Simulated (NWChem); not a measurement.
System: HSeSCl; SMILES S[Se]Cl

Here is an NWChem input.

```
start job
memory heap 200 mb stack 900 mb global 1100 mb
geometry units angstroms
  Se    -0.048751     0.041531     0.626753
  Cl     1.441241     0.801004    -0.745252
  S     -1.446050    -0.920902    -0.695708
  H     -0.872387    -2.131661    -0.753186
end
basis spherical
  * library def2-svp
end
dft
  xc xpbe96 cpbe96
  disp vdw 4
  iterations 150
end
driver
  maxiter 120
end
task dft optimize
task dft freq
```

This build's default masses of Se (78.918 u) and Br (79.917 u) are each other's, which moves their modes by up to 0.6 %.

The level has its own optimisation; frequencies are unscaled.

Problem. Predict the main results of this run. (PBE-D3(BJ)/def2-SVP.) Quantities: r Cl–Se (Å); r S–Se (Å); r H–S (Å); highest harmonic frequency (cm⁻¹); lowest (cm⁻¹); zero-point energy (kcal/mol); dipole (D).

Solution. 
```yaml
r Cl–Se (Å): 2.239
r S–Se (Å): 2.185
r H–S (Å): 1.371
highest harmonic frequency (cm⁻¹): 2535
lowest (cm⁻¹): 145
zero-point energy (kcal/mol): 6.6
dipole (D): 1.92
```
